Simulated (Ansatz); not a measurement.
CF2 (SMILES F[C]F) moved off its minimum; all values from Ansatz (a quantum-chemistry and plane-wave program), cores frozen in correlated methods. Open shells are unrestricted.
(charge 0, multiplicity 3)
```xyz
3

F     -1.21545    -0.14561     0.01821
C      0.01340     0.35219     0.05569
F      1.11632    -0.10915     0.03265
```

Task: Give the forces (eV/Å), the total energy and the dipole at CCSD(T)/aug-cc-pVTZ.

Result: 
| atom | Fx | Fy | Fz |
|---|---|---|---|
| F1 | 0.168 | -1.433 | -0.089 |
| C2 | -6.702 | 5.840 | 0.329 |
| F3 | 6.534 | -4.406 | -0.241 |
Energy -237.3239 hartree, dipole 0.63 D.
